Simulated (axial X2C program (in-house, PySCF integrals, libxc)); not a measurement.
## Levels of TaF⁺ by electron attachment to TaF²⁺ (EOM-EA-CCSD)

Computed with an axial X2C code built on PySCF integrals: two-component X2C with atomic mean-field Coulomb and Gaunt terms, Gaussian nuclei, basis Ta dyall-acv3z, F dyall-av3z with contracted cores.

R = 1.768 Å (near the PBE0 minimum at charge 1 of the determinant lowest at the starting distance; the state shown can have its own minimum elsewhere).

Hartree–Fock spinors of TaF²⁺ (one of each Kramers pair; a window near the gap, which can cut inner shells):

| ω | occupied | ε (eV) | character |
| --- | --- | --- | --- |
| 1/2 | yes | -31.65 | 81% F p, 11% Ta d, 2% F s |
| 3/2 | yes | -30.98 | 85% F p, 8% Ta d, 3% Ta f |
| 1/2 | yes | -30.90 | 84% F p, 8% Ta d, 3% Ta f |
| 3/2 | yes | -24.19 | 98% Ta d |
| 1/2 | no | -13.72 | 65% Ta s, 14% Ta d, 10% F p |
| 1/2 | no | -12.41 | 74% Ta d, 15% Ta p, 5% F p |
| 3/2 | no | -11.63 | 79% Ta d, 10% Ta p, 4% F p |
| 5/2 | no | -11.63 | 99% Ta d |
| 1/2 | no | -11.24 | 54% Ta d, 33% Ta p, 5% F p |
| 1/2 | no | -9.02 | 71% Ta p, 14% F p, 8% Ta d |

Levels of TaF⁺ obtained by attaching an electron to TaF²⁺:

```json
{"Ω": "1/2", "binding energy (eV)": "14.773", "above lowest (cm⁻¹)": "0", "attached spinor": "63% Ta sσ, 17% Ta dσ, 10% F pσ", "one-particle weight": "0.93"}
{"Ω": "1/2", "binding energy (eV)": "13.521", "above lowest (cm⁻¹)": "10099", "attached spinor": "74% Ta dπ, 10% Ta pπ", "one-particle weight": "0.93"}
{"Ω": "5/2", "binding energy (eV)": "12.930", "above lowest (cm⁻¹)": "14863", "attached spinor": "99% Ta dδ", "one-particle weight": "0.94"}
{"Ω": "3/2", "binding energy (eV)": "12.883", "above lowest (cm⁻¹)": "15246", "attached spinor": "77% Ta dπ, 7% Ta pπ", "one-particle weight": "0.65"}
```

Problem. Take the first Ω = 1/2 and Ω = 3/2 rows of π character: how far apart are they, and which lies lower?

Solution. E(3/2) − E(1/2) = 15246 − 10099 = 5147 cm⁻¹ at EOM-EA-CCSD: regular, Ω = 1/2 lower. Splittings at this level can be off by ten to twenty per cent.

This point took 39 s on 1 thread of Arm Neoverse V1, on a shared host.

Reference electrons by ω block (each with its −ω partner): 1/2: 23, 3/2: 12, 5/2: 4, 7/2: 1. 18 electrons of TaF²⁺ correlated (inner shells frozen), 84 natural virtual spinors (a truncated set); levels can be off by some tenths of an eV. Roots sought by Ω: (1/2: 5, 3/2: 4, 5/2: 2, 7/2: 1); rows need 60 % one-particle weight and stop where some Ω has no more roots. Missing are any skipped roots, higher Ω and states of a further excitation; these come out far too high here and may in truth be low or lowest. T1 of the reference 0.023 (Lee–Taylor). The reference was not checked to be the lowest state of its species. Number of frozen shells: Ta 4 s, 3 p, 2 d, 1 f; F 1 s.
